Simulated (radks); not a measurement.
The nuclear charge of neutral gadolinium is varied continuously with 64 electrons held in [Xe] 4f7 5d1 6s2. All-electron calculation, Dirac Kohn-Sham, PBE, spin-unpolarised, spherical densities, finite nucleus; open shells fill j = l - 1/2 first; Fermi nuclear charge, rms radius 5.1569 fm. Program: a radial shooting solver on a logarithmic mesh with Libxc functionals. By the Hellmann-Feynman theorem dE/dZ = E(electron-nucleus)/Z, the electronic potential at the nucleus (averaged over a nucleus of fixed radius).

Z     E (hartree)  E(electron-nucleus)/Z (hartree)   HOMO  e(HOMO) (eV)  <r> HOMO (bohr)
63.8  -11192.9317                         -430.921  5d3/2        -1.252            3.034
63.9  -11236.0740                         -431.926  5d3/2        -1.924            2.908
64    -11279.3169                         -432.931  5d3/2        -2.638            2.803
64.1  -11322.6601                         -433.935  5d3/2        -3.389            2.713
64.2  -11366.1038                         -434.938  5d3/2        -4.175            2.635
64.3  -11409.6478                         -435.942  5d3/2        -4.994            2.566
64.4  -11453.2922                         -436.945  5d3/2        -5.843            2.504
64.5  -11497.0369                         -437.949  5d3/2        -6.720            2.448
64.6  -11540.8820                         -438.952  5d3/2        -7.625            2.397
64.7  -11584.8274                         -439.956  5d3/2        -8.556            2.350
64.8  -11628.8732                         -440.960  6s1/2        -9.351            3.489
64.9  -11673.0194                         -441.964  6s1/2       -10.088            3.438
65    -11717.2660                         -442.968  6s1/2       -10.841            3.390

The central difference of E at Z = 64 is -432.931 hartree, to compare with the third column; the second derivative is -10 hartree.
